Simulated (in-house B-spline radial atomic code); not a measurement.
Results of a calculation; reference values are marked as such.
From levels and matrix elements to observables: Tc40+

One electron outside the 1s2 core, from an all-electron radial atomic-structure program (B-spline basis): Brueckner orbitals with a screened correlation potential on Dirac-Hartree-Fock, Breit and QED terms for the lowest states, dipole elements in length form with static core polarisation. The core's own polarisability, by RPA, is 2.453e-06 bohr³.

```csv
state,removal energy (cm⁻¹),size of the reduced dipole element to 2s1/2 (a.u.)
2s1/2,48460643,-
3s1/2,21255272,-
2p1/2,47745185,0.09857
2p3/2,46622013,0.1427
3p1/2,21057308,0.05671
3p3/2,20724037,0.07532
```

Use R = 109737.3 cm⁻¹, 1 hartree = 219474.6 cm⁻¹, c = 137.036 and 1 a.u. of rate = 4.1341e16 s⁻¹.

(1) Find the quantum defects of the two s states and predict 4s1/2.

(2) What are the wavelength, oscillator strength and rate of 2s1/2–2p3/2?

## Answers

(1) With n* = 41 √(R/E): 2s1/2 has n* = 1.9510, δ = 0.0490; 3s1/2 has n* = 2.9460, δ = 0.0540. Ritz's form δ = δ0 + b/n*² gives b = -0.034, δ0 = 0.0580, so with n* ≈ 4 − 0.0540, δ = 0.0558 and E = R × 41²/(4 − 0.0558)² = 11857738 cm⁻¹. The program finds 11868599 cm⁻¹. In so highly charged an ion δ holds relativistic, Breit and QED shifts that Ritz's form doesn't follow, and the higher level lacks the last two.

(2) ΔE = 1838630 cm⁻¹ = 8.37741 hartree, λ = 5.4388 nm in vacuum. f = (2/3) ΔE D²/(2j + 1 of the lower state) = (2/3) × 8.37741 × 0.1427²/2 = 0.0569. A = (4/3) ΔE³ D²/(c³ (2j' + 1)) = 1.5508e-06 a.u. = 6.411e+10 s⁻¹, a partial lifetime of 0.0156 ns.
